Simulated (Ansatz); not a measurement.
The cluster Cd₂Te⁺. Charge 1, multiplicity 2. Geometry PBE-D4/def2-TZVP.

```xyz
3

Cd   -2.356   -0.303   -0.531
Cd    1.968    0.571    1.314
Te    0.388   -0.268   -0.783
```

In the def2 sets Cd, Te take a core potential, while STO-3G treats all electrons; there is no spin–orbit coupling. LC-ωPBE has ω = 0.4 bohr⁻¹. At HF/STO-3G the charge 1 doublet is spin-contaminated (final ⟨S²⟩ up to 0.91, 0.75 for a pure state). Another isomer (doublet) lies 0.09 eV lower at PBE0-D4/def2-TZVP.

Problem. Estimate the α-spin orbital energies around the gap (eV) in Ansatz with HF/STO-3G, PBE-D4/def2-TZVP, revPBE-D4/def2-TZVP, PBE0-D4/def2-SVP, LC-ωPBE/def2-TZVP.

Solution. 
| orbital | HF/STO-3G | PBE-D4/def2-TZVP | revPBE-D4/def2-TZVP | PBE0-D4/def2-SVP | LC-ωPBE/def2-TZVP |
| --- | --- | --- | --- | --- | --- |
| HOMO−13 | -17.22 | -17.84 | -17.78 | -20.14 | -23.06 |
| HOMO−12 | -17.20 | -17.67 | -17.60 | -20.00 | -23.04 |
| HOMO−11 | -17.17 | -17.64 | -17.58 | -19.98 | -22.98 |
| HOMO−10 | -17.17 | -17.63 | -17.57 | -19.97 | -22.97 |
| HOMO−9 | -16.81 | -17.61 | -17.55 | -19.95 | -22.96 |
| HOMO−8 | -14.41 | -17.55 | -17.49 | -19.90 | -22.32 |
| HOMO−7 | -14.41 | -17.55 | -17.49 | -19.90 | -22.30 |
| HOMO−6 | -14.37 | -17.54 | -17.49 | -19.90 | -22.25 |
| HOMO−5 | -14.34 | -17.54 | -17.49 | -19.90 | -22.25 |
| HOMO−4 | -14.33 | -17.40 | -17.33 | -19.57 | -22.12 |
| HOMO−3 | -11.70 | -12.62 | -12.50 | -13.47 | -15.63 |
| HOMO−2 | -9.58 | -11.56 | -11.45 | -12.32 | -14.54 |
| HOMO−1 | -9.12 | -9.91 | -9.82 | -10.72 | -13.03 |
| HOMO | -7.56 | -9.61 | -9.52 | -10.14 | -11.90 |
| LUMO | -2.43 | -9.00 | -8.90 | -8.47 | -6.86 |
| LUMO+1 | 2.42 | -5.82 | -5.72 | -5.10 | -3.39 |
| LUMO+2 | 2.54 | -5.67 | -5.57 | -4.94 | -3.24 |
| LUMO+3 | 3.97 | -5.49 | -5.39 | -4.75 | -2.96 |
| LUMO+4 | 4.28 | -5.21 | -5.11 | -4.48 | -2.69 |
| LUMO+5 | 7.26 | -4.25 | -4.15 | -3.51 | -1.68 |
| β HOMO | -9.22 | -9.76 | -9.67 | -10.56 | -12.95 |
| β LUMO | -1.56 | -9.05 | -8.92 | -8.22 | -6.37 |
